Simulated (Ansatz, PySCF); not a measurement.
Potential energy curve for Mg2, singlet.

Levels: UKS-CAM-B3LYP = unrestricted CAM-B3LYP/cc-pVTZ (Ansatz, a first-principles code); RKS-CAM-B3LYP = Ansatz with restricted CAM-B3LYP/cc-pVTZ; UKS-BLYP = unrestricted BLYP/cc-pVTZ in Ansatz; RKS-BLYP = restricted BLYP/cc-pVTZ in Ansatz; UKS-PBE = unrestricted PBE/cc-pVTZ (Ansatz); RKS-PBE = restricted PBE/cc-pVTZ run with Ansatz; UKS-B3LYP/6-31G* = PySCF 2.14.0 with unrestricted B3LYP/6-31G*, spherical d; RKS-B3LYP/6-31G* = restricted B3LYP/6-31G*, spherical d in PySCF; UKS-LDA (SVWN5)/6-31G* = unrestricted LDA (SVWN5)/6-31G*, spherical d run with PySCF; RKS-LDA (SVWN5)/6-31G* = PySCF with restricted LDA (SVWN5)/6-31G*, spherical d; UKS-B3LYP/6-311+G** = unrestricted B3LYP/6-311+G**, spherical d run with PySCF; RKS-B3LYP/6-311+G** = restricted B3LYP/6-311+G**, spherical d run with PySCF.

Scanned distances (Å): 2.74, 2.88, 3.07, 3.28, 3.40, 3.52, 3.60, 3.74, 3.86, 3.99, 4.17, 4.50, 4.84, 5.38, 5.88, 6.44, 7.13, 7.95, 8.76, 9.78, 10.72.

**Question.** Where does the unrestricted solution first break spin symmetry (<S²> of 0.01 or more)?

**Answer.** UKS-CAM-B3LYP: at none of the points with a result; UKS-BLYP: at none of the points with a result; UKS-PBE: at none of the points with a result; UKS-B3LYP/6-31G*: at none of the points with a result; UKS-LDA (SVWN5)/6-31G*: at none of the points with a result; UKS-B3LYP/6-311+G**: at none of the points with a result.

```json
[
 {"R / Å": "2.74", "<S²> UKS-CAM-B3LYP": "0.00", "E(RKS-CAM-B3LYP) − E(UKS-CAM-B3LYP) / eV": "0.000", "<S²> UKS-BLYP": "0.00", "E(RKS-BLYP) − E(UKS-BLYP) / eV": "0.000", "<S²> UKS-PBE": "0.00", "E(RKS-PBE) − E(UKS-PBE) / eV": "0.000", "<S²> UKS-B3LYP/6-31G*": "0.00", "E(RKS-B3LYP/6-31G*) − E(UKS-B3LYP/6-31G*) / eV": "0.000", "<S²> UKS-LDA (SVWN5)/6-31G*": "0.00", "E(RKS-LDA (SVWN5)/6-31G*) − E(UKS-LDA (SVWN5)/6-31G*) / eV": "0.000", "<S²> UKS-B3LYP/6-311+G**": "0.00", "E(RKS-B3LYP/6-311+G**) − E(UKS-B3LYP/6-311+G**) / eV": "0.000"},
 {"R / Å": "2.88", "<S²> UKS-CAM-B3LYP": "0.00", "E(RKS-CAM-B3LYP) − E(UKS-CAM-B3LYP) / eV": "0.000", "<S²> UKS-BLYP": "0.00", "E(RKS-BLYP) − E(UKS-BLYP) / eV": "0.000", "<S²> UKS-PBE": "0.00", "E(RKS-PBE) − E(UKS-PBE) / eV": "0.000", "<S²> UKS-B3LYP/6-31G*": "0.00", "E(RKS-B3LYP/6-31G*) − E(UKS-B3LYP/6-31G*) / eV": "0.000", "<S²> UKS-LDA (SVWN5)/6-31G*": "0.00", "E(RKS-LDA (SVWN5)/6-31G*) − E(UKS-LDA (SVWN5)/6-31G*) / eV": "0.000", "<S²> UKS-B3LYP/6-311+G**": "0.00", "E(RKS-B3LYP/6-311+G**) − E(UKS-B3LYP/6-311+G**) / eV": "0.000"},
 {"R / Å": "3.07", "<S²> UKS-CAM-B3LYP": "0.00", "E(RKS-CAM-B3LYP) − E(UKS-CAM-B3LYP) / eV": "0.000", "<S²> UKS-BLYP": "0.00", "E(RKS-BLYP) − E(UKS-BLYP) / eV": "0.000", "<S²> UKS-PBE": "0.00", "E(RKS-PBE) − E(UKS-PBE) / eV": "0.000", "<S²> UKS-B3LYP/6-31G*": "0.00", "E(RKS-B3LYP/6-31G*) − E(UKS-B3LYP/6-31G*) / eV": "0.000", "<S²> UKS-LDA (SVWN5)/6-31G*": "0.00", "E(RKS-LDA (SVWN5)/6-31G*) − E(UKS-LDA (SVWN5)/6-31G*) / eV": "0.000", "<S²> UKS-B3LYP/6-311+G**": "0.00", "E(RKS-B3LYP/6-311+G**) − E(UKS-B3LYP/6-311+G**) / eV": "0.000"},
 {"R / Å": "3.28", "<S²> UKS-CAM-B3LYP": "0.00", "E(RKS-CAM-B3LYP) − E(UKS-CAM-B3LYP) / eV": "0.000", "<S²> UKS-BLYP": "0.00", "E(RKS-BLYP) − E(UKS-BLYP) / eV": "0.000", "<S²> UKS-PBE": "0.00", "E(RKS-PBE) − E(UKS-PBE) / eV": "0.000", "<S²> UKS-B3LYP/6-31G*": "0.00", "E(RKS-B3LYP/6-31G*) − E(UKS-B3LYP/6-31G*) / eV": "0.000", "<S²> UKS-LDA (SVWN5)/6-31G*": "0.00", "E(RKS-LDA (SVWN5)/6-31G*) − E(UKS-LDA (SVWN5)/6-31G*) / eV": "0.000", "<S²> UKS-B3LYP/6-311+G**": "0.00", "E(RKS-B3LYP/6-311+G**) − E(UKS-B3LYP/6-311+G**) / eV": "0.000"},
 {"R / Å": "3.40", "<S²> UKS-CAM-B3LYP": "0.00", "E(RKS-CAM-B3LYP) − E(UKS-CAM-B3LYP) / eV": "0.000", "<S²> UKS-BLYP": "0.00", "E(RKS-BLYP) − E(UKS-BLYP) / eV": "0.000", "<S²> UKS-PBE": "0.00", "E(RKS-PBE) − E(UKS-PBE) / eV": "0.000", "<S²> UKS-B3LYP/6-31G*": "0.00", "E(RKS-B3LYP/6-31G*) − E(UKS-B3LYP/6-31G*) / eV": "0.000", "<S²> UKS-LDA (SVWN5)/6-31G*": "0.00", "E(RKS-LDA (SVWN5)/6-31G*) − E(UKS-LDA (SVWN5)/6-31G*) / eV": "0.000", "<S²> UKS-B3LYP/6-311+G**": "0.00", "E(RKS-B3LYP/6-311+G**) − E(UKS-B3LYP/6-311+G**) / eV": "0.000"},
 {"R / Å": "3.52", "<S²> UKS-CAM-B3LYP": "0.00", "E(RKS-CAM-B3LYP) − E(UKS-CAM-B3LYP) / eV": "0.000", "<S²> UKS-BLYP": "0.00", "E(RKS-BLYP) − E(UKS-BLYP) / eV": "0.000", "<S²> UKS-PBE": "0.00", "E(RKS-PBE) − E(UKS-PBE) / eV": "0.000", "<S²> UKS-B3LYP/6-31G*": "0.00", "E(RKS-B3LYP/6-31G*) − E(UKS-B3LYP/6-31G*) / eV": "0.000", "<S²> UKS-LDA (SVWN5)/6-31G*": "0.00", "E(RKS-LDA (SVWN5)/6-31G*) − E(UKS-LDA (SVWN5)/6-31G*) / eV": "0.000", "<S²> UKS-B3LYP/6-311+G**": "0.00", "E(RKS-B3LYP/6-311+G**) − E(UKS-B3LYP/6-311+G**) / eV": "0.000"},
 {"R / Å": "3.60", "<S²> UKS-CAM-B3LYP": "0.00", "E(RKS-CAM-B3LYP) − E(UKS-CAM-B3LYP) / eV": "0.000", "<S²> UKS-BLYP": "0.00", "E(RKS-BLYP) − E(UKS-BLYP) / eV": "0.000", "<S²> UKS-PBE": "0.00", "E(RKS-PBE) − E(UKS-PBE) / eV": "0.000", "<S²> UKS-B3LYP/6-31G*": "0.00", "E(RKS-B3LYP/6-31G*) − E(UKS-B3LYP/6-31G*) / eV": "0.000", "<S²> UKS-LDA (SVWN5)/6-31G*": "0.00", "E(RKS-LDA (SVWN5)/6-31G*) − E(UKS-LDA (SVWN5)/6-31G*) / eV": "0.000", "<S²> UKS-B3LYP/6-311+G**": "0.00", "E(RKS-B3LYP/6-311+G**) − E(UKS-B3LYP/6-311+G**) / eV": "0.000"},
 {"R / Å": "3.74", "<S²> UKS-CAM-B3LYP": "0.00", "E(RKS-CAM-B3LYP) − E(UKS-CAM-B3LYP) / eV": "0.000", "<S²> UKS-BLYP": "0.00", "E(RKS-BLYP) − E(UKS-BLYP) / eV": "0.000", "<S²> UKS-PBE": "0.00", "E(RKS-PBE) − E(UKS-PBE) / eV": "0.000", "<S²> UKS-B3LYP/6-31G*": "0.00", "E(RKS-B3LYP/6-31G*) − E(UKS-B3LYP/6-31G*) / eV": "0.000", "<S²> UKS-LDA (SVWN5)/6-31G*": "0.00", "E(RKS-LDA (SVWN5)/6-31G*) − E(UKS-LDA (SVWN5)/6-31G*) / eV": "0.000", "<S²> UKS-B3LYP/6-311+G**": "0.00", "E(RKS-B3LYP/6-311+G**) − E(UKS-B3LYP/6-311+G**) / eV": "0.000"},
 {"R / Å": "3.86", "<S²> UKS-CAM-B3LYP": "0.00", "E(RKS-CAM-B3LYP) − E(UKS-CAM-B3LYP) / eV": "0.000", "<S²> UKS-BLYP": "0.00", "E(RKS-BLYP) − E(UKS-BLYP) / eV": "0.000", "<S²> UKS-PBE": "0.00", "E(RKS-PBE) − E(UKS-PBE) / eV": "0.000", "<S²> UKS-B3LYP/6-31G*": "0.00", "E(RKS-B3LYP/6-31G*) − E(UKS-B3LYP/6-31G*) / eV": "0.000", "<S²> UKS-LDA (SVWN5)/6-31G*": "0.00", "E(RKS-LDA (SVWN5)/6-31G*) − E(UKS-LDA (SVWN5)/6-31G*) / eV": "0.000", "<S²> UKS-B3LYP/6-311+G**": "0.00", "E(RKS-B3LYP/6-311+G**) − E(UKS-B3LYP/6-311+G**) / eV": "0.000"},
 {"R / Å": "3.99", "<S²> UKS-CAM-B3LYP": "0.00", "E(RKS-CAM-B3LYP) − E(UKS-CAM-B3LYP) / eV": "0.000", "<S²> UKS-BLYP": "0.00", "E(RKS-BLYP) − E(UKS-BLYP) / eV": "0.000", "<S²> UKS-PBE": "0.00", "E(RKS-PBE) − E(UKS-PBE) / eV": "0.000", "<S²> UKS-B3LYP/6-31G*": "0.00", "E(RKS-B3LYP/6-31G*) − E(UKS-B3LYP/6-31G*) / eV": "0.000", "<S²> UKS-LDA (SVWN5)/6-31G*": "0.00", "E(RKS-LDA (SVWN5)/6-31G*) − E(UKS-LDA (SVWN5)/6-31G*) / eV": "0.000", "<S²> UKS-B3LYP/6-311+G**": "0.00", "E(RKS-B3LYP/6-311+G**) − E(UKS-B3LYP/6-311+G**) / eV": "0.000"},
 {"R / Å": "4.17", "<S²> UKS-CAM-B3LYP": "0.00", "E(RKS-CAM-B3LYP) − E(UKS-CAM-B3LYP) / eV": "0.000", "<S²> UKS-BLYP": "0.00", "E(RKS-BLYP) − E(UKS-BLYP) / eV": "0.000", "<S²> UKS-PBE": "0.00", "E(RKS-PBE) − E(UKS-PBE) / eV": "0.000", "<S²> UKS-B3LYP/6-31G*": "0.00", "E(RKS-B3LYP/6-31G*) − E(UKS-B3LYP/6-31G*) / eV": "0.000", "<S²> UKS-LDA (SVWN5)/6-31G*": "0.00", "E(RKS-LDA (SVWN5)/6-31G*) − E(UKS-LDA (SVWN5)/6-31G*) / eV": "0.000", "<S²> UKS-B3LYP/6-311+G**": "0.00", "E(RKS-B3LYP/6-311+G**) − E(UKS-B3LYP/6-311+G**) / eV": "0.000"},
 {"R / Å": "4.50", "<S²> UKS-CAM-B3LYP": "0.00", "E(RKS-CAM-B3LYP) − E(UKS-CAM-B3LYP) / eV": "0.000", "<S²> UKS-BLYP": "0.00", "E(RKS-BLYP) − E(UKS-BLYP) / eV": "0.000", "<S²> UKS-PBE": "0.00", "E(RKS-PBE) − E(UKS-PBE) / eV": "0.000", "<S²> UKS-B3LYP/6-31G*": "0.00", "E(RKS-B3LYP/6-31G*) − E(UKS-B3LYP/6-31G*) / eV": "0.000", "<S²> UKS-LDA (SVWN5)/6-31G*": "0.00", "E(RKS-LDA (SVWN5)/6-31G*) − E(UKS-LDA (SVWN5)/6-31G*) / eV": "0.000", "<S²> UKS-B3LYP/6-311+G**": "0.00", "E(RKS-B3LYP/6-311+G**) − E(UKS-B3LYP/6-311+G**) / eV": "0.000"},
 {"R / Å": "4.84", "<S²> UKS-CAM-B3LYP": "0.00", "E(RKS-CAM-B3LYP) − E(UKS-CAM-B3LYP) / eV": "0.000", "<S²> UKS-BLYP": "0.00", "E(RKS-BLYP) − E(UKS-BLYP) / eV": "0.000", "<S²> UKS-PBE": "0.00", "E(RKS-PBE) − E(UKS-PBE) / eV": "0.000", "<S²> UKS-B3LYP/6-31G*": "0.00", "E(RKS-B3LYP/6-31G*) − E(UKS-B3LYP/6-31G*) / eV": "0.000", "<S²> UKS-LDA (SVWN5)/6-31G*": "0.00", "E(RKS-LDA (SVWN5)/6-31G*) − E(UKS-LDA (SVWN5)/6-31G*) / eV": "0.000", "<S²> UKS-B3LYP/6-311+G**": "0.00", "E(RKS-B3LYP/6-311+G**) − E(UKS-B3LYP/6-311+G**) / eV": "0.000"},
 {"R / Å": "5.38", "<S²> UKS-CAM-B3LYP": "0.00", "E(RKS-CAM-B3LYP) − E(UKS-CAM-B3LYP) / eV": "0.000", "<S²> UKS-BLYP": "0.00", "E(RKS-BLYP) − E(UKS-BLYP) / eV": "0.000", "<S²> UKS-PBE": "0.00", "E(RKS-PBE) − E(UKS-PBE) / eV": "0.000", "<S²> UKS-B3LYP/6-31G*": "0.00", "E(RKS-B3LYP/6-31G*) − E(UKS-B3LYP/6-31G*) / eV": "0.000", "<S²> UKS-LDA (SVWN5)/6-31G*": "0.00", "E(RKS-LDA (SVWN5)/6-31G*) − E(UKS-LDA (SVWN5)/6-31G*) / eV": "0.000", "<S²> UKS-B3LYP/6-311+G**": "0.00", "E(RKS-B3LYP/6-311+G**) − E(UKS-B3LYP/6-311+G**) / eV": "0.000"},
 {"R / Å": "5.88", "<S²> UKS-CAM-B3LYP": "0.00", "E(RKS-CAM-B3LYP) − E(UKS-CAM-B3LYP) / eV": "0.000", "<S²> UKS-BLYP": "0.00", "E(RKS-BLYP) − E(UKS-BLYP) / eV": "0.000", "<S²> UKS-PBE": "0.00", "E(RKS-PBE) − E(UKS-PBE) / eV": "0.000", "<S²> UKS-B3LYP/6-31G*": "0.00", "E(RKS-B3LYP/6-31G*) − E(UKS-B3LYP/6-31G*) / eV": "0.000", "<S²> UKS-LDA (SVWN5)/6-31G*": "0.00", "E(RKS-LDA (SVWN5)/6-31G*) − E(UKS-LDA (SVWN5)/6-31G*) / eV": "0.000", "<S²> UKS-B3LYP/6-311+G**": "0.00", "E(RKS-B3LYP/6-311+G**) − E(UKS-B3LYP/6-311+G**) / eV": "0.000"},
 {"R / Å": "6.44", "<S²> UKS-CAM-B3LYP": "0.00", "E(RKS-CAM-B3LYP) − E(UKS-CAM-B3LYP) / eV": "0.000", "<S²> UKS-BLYP": "0.00", "E(RKS-BLYP) − E(UKS-BLYP) / eV": "0.000", "<S²> UKS-PBE": "0.00", "E(RKS-PBE) − E(UKS-PBE) / eV": "0.000", "<S²> UKS-B3LYP/6-31G*": "0.00", "E(RKS-B3LYP/6-31G*) − E(UKS-B3LYP/6-31G*) / eV": "0.000", "<S²> UKS-LDA (SVWN5)/6-31G*": "0.00", "E(RKS-LDA (SVWN5)/6-31G*) − E(UKS-LDA (SVWN5)/6-31G*) / eV": "0.000", "<S²> UKS-B3LYP/6-311+G**": "0.00", "E(RKS-B3LYP/6-311+G**) − E(UKS-B3LYP/6-311+G**) / eV": "0.000"},
 {"R / Å": "7.13", "<S²> UKS-CAM-B3LYP": "0.00", "E(RKS-CAM-B3LYP) − E(UKS-CAM-B3LYP) / eV": "0.000", "<S²> UKS-BLYP": "0.00", "E(RKS-BLYP) − E(UKS-BLYP) / eV": "0.000", "<S²> UKS-PBE": "0.00", "E(RKS-PBE) − E(UKS-PBE) / eV": "0.000", "<S²> UKS-B3LYP/6-31G*": "0.00", "E(RKS-B3LYP/6-31G*) − E(UKS-B3LYP/6-31G*) / eV": "0.000", "<S²> UKS-LDA (SVWN5)/6-31G*": "0.00", "E(RKS-LDA (SVWN5)/6-31G*) − E(UKS-LDA (SVWN5)/6-31G*) / eV": "0.000", "<S²> UKS-B3LYP/6-311+G**": "0.00", "E(RKS-B3LYP/6-311+G**) − E(UKS-B3LYP/6-311+G**) / eV": "0.000"},
 {"R / Å": "7.95", "<S²> UKS-CAM-B3LYP": "0.00", "E(RKS-CAM-B3LYP) − E(UKS-CAM-B3LYP) / eV": "0.000", "<S²> UKS-BLYP": "0.00", "E(RKS-BLYP) − E(UKS-BLYP) / eV": "0.000", "<S²> UKS-PBE": "0.00", "E(RKS-PBE) − E(UKS-PBE) / eV": "0.000", "<S²> UKS-B3LYP/6-31G*": "0.00", "E(RKS-B3LYP/6-31G*) − E(UKS-B3LYP/6-31G*) / eV": "0.000", "<S²> UKS-LDA (SVWN5)/6-31G*": "0.00", "E(RKS-LDA (SVWN5)/6-31G*) − E(UKS-LDA (SVWN5)/6-31G*) / eV": "0.000", "<S²> UKS-B3LYP/6-311+G**": "0.00", "E(RKS-B3LYP/6-311+G**) − E(UKS-B3LYP/6-311+G**) / eV": "0.000"},
 {"R / Å": "8.76", "<S²> UKS-CAM-B3LYP": "0.00", "E(RKS-CAM-B3LYP) − E(UKS-CAM-B3LYP) / eV": "0.000", "<S²> UKS-BLYP": "0.00", "E(RKS-BLYP) − E(UKS-BLYP) / eV": "0.000", "<S²> UKS-PBE": "0.00", "E(RKS-PBE) − E(UKS-PBE) / eV": "0.000", "<S²> UKS-B3LYP/6-31G*": "0.00", "E(RKS-B3LYP/6-31G*) − E(UKS-B3LYP/6-31G*) / eV": "0.000", "<S²> UKS-LDA (SVWN5)/6-31G*": "0.00", "E(RKS-LDA (SVWN5)/6-31G*) − E(UKS-LDA (SVWN5)/6-31G*) / eV": "0.000", "<S²> UKS-B3LYP/6-311+G**": "0.00", "E(RKS-B3LYP/6-311+G**) − E(UKS-B3LYP/6-311+G**) / eV": "0.000"},
 {"R / Å": "9.78", "<S²> UKS-CAM-B3LYP": "0.00", "E(RKS-CAM-B3LYP) − E(UKS-CAM-B3LYP) / eV": "0.000", "<S²> UKS-BLYP": "0.00", "E(RKS-BLYP) − E(UKS-BLYP) / eV": "0.000", "<S²> UKS-PBE": "0.00", "E(RKS-PBE) − E(UKS-PBE) / eV": "0.000", "<S²> UKS-B3LYP/6-31G*": "0.00", "E(RKS-B3LYP/6-31G*) − E(UKS-B3LYP/6-31G*) / eV": "0.000", "<S²> UKS-LDA (SVWN5)/6-31G*": "0.00", "E(RKS-LDA (SVWN5)/6-31G*) − E(UKS-LDA (SVWN5)/6-31G*) / eV": "0.000", "<S²> UKS-B3LYP/6-311+G**": "0.00", "E(RKS-B3LYP/6-311+G**) − E(UKS-B3LYP/6-311+G**) / eV": "0.000"},
 {"R / Å": "10.72", "<S²> UKS-CAM-B3LYP": "0.00", "E(RKS-CAM-B3LYP) − E(UKS-CAM-B3LYP) / eV": "0.000", "<S²> UKS-BLYP": "0.00", "E(RKS-BLYP) − E(UKS-BLYP) / eV": "0.000", "<S²> UKS-PBE": "0.00", "E(RKS-PBE) − E(UKS-PBE) / eV": "0.000", "<S²> UKS-B3LYP/6-31G*": "0.00", "E(RKS-B3LYP/6-31G*) − E(UKS-B3LYP/6-31G*) / eV": "0.000", "<S²> UKS-LDA (SVWN5)/6-31G*": "0.00", "E(RKS-LDA (SVWN5)/6-31G*) − E(UKS-LDA (SVWN5)/6-31G*) / eV": "0.000", "<S²> UKS-B3LYP/6-311+G**": "0.00", "E(RKS-B3LYP/6-311+G**) − E(UKS-B3LYP/6-311+G**) / eV": "0.000"}
]
```
